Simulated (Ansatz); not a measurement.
Consider the substitution at a C–C bond: `CC(O)F` + `O[SiH2]O` → `O[SiH2]OC(O)F` + CH₄.

Program: Ansatz. Geometries: PBE0-D4/def2-TZVP. ΔE: electronic, gas phase. CBS: MP2 limit from def2 TZ/QZ plus the TZ coupled-cluster correction, frozen cores. This one scheme is used for every species. Functionals use def2-TZVPP. B3LYP here is the variant with VWN-RPA as its local correlation; programs differ in this. Each species was taken in one conformer, which may not be the lowest.

```tsv
level	ΔE (kJ/mol)
B3LYP-D4	-5.7
B2PLYP	-0.9
```

Q: What does CCSD(T)/CBS give? (Estimate.)

A: The calculation gave: +3.1 kJ/mol. The listed levels differ from it by -8.8, -4.0 kJ/mol.

Largest T1 diagnostic among the species: 0.012.

The D4 term adds −4.9 kJ/mol with B3LYP and −2.9 kJ/mol with PBE0; it sums over pairs of atoms, weighted by their polarisabilities, and B3LYP, whose exchange is more repulsive, gets the larger term. In def2-TZVPP, CCSD(T) changes the Hartree–Fock value by +3.6 kJ/mol (the triples alone add −1.4 kJ/mol) and MP2 by +6.8 kJ/mol.
